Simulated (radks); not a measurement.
Species: Co2+. Configuration: [Ar] 3d7.

All-electron calculation, scalar-relativistic Kohn-Sham, BLYP, spin-polarised, spherical densities, point nucleus; open shells are filled with parallel spins first. Program: a radial shooting solver on a logarithmic mesh with Libxc functionals.

Energy parts (Ry):
total: -2785.21653
kinetic: 2821.37782
electron-nucleus: -6636.85763
Hartree: 1148.93805
exchange-correlation: -118.67477

Orbitals (lengths in bohr, moments of r in powers of bohr):
orbital  occ.  eigenvalue (Ry)  <1/r>       <r^4>      <r>
1s down     1        -559.6602  27.03  0.00004636  0.05619
1s up       1        -559.6600  27.03  0.00004637  0.05619
2s up       1        -67.50182  5.810     0.01038   0.2556
2s down     1        -67.38939  5.816     0.01033   0.2554
2p up       3        -58.02231  5.704    0.007864   0.2251
2p down     3        -57.93698  5.710    0.007813   0.2248
3s up       1         -9.01532  1.835      0.7759   0.7734
3s down     1         -8.76904  1.828      0.7893   0.7758
3p up       3         -6.31796  1.691       1.079   0.8147
3p down     3         -6.07808  1.682       1.113   0.8190
3d up       5         -2.07848  1.322       4.417    1.010
3d down     2         -1.86318  1.290       5.497    1.049

The highest occupied level is 3d down at -25.350 eV. Spin moment in Bohr magnetons: 3. The density falls to 0.001 e/bohr^3 at r = 3.02 bohr. Summed over all electrons, <r^2> = 16.17 bohr^2, which gives a Langevin (diamagnetic) susceptibility term of -12.8 x 10^-6 cm^3/mol.
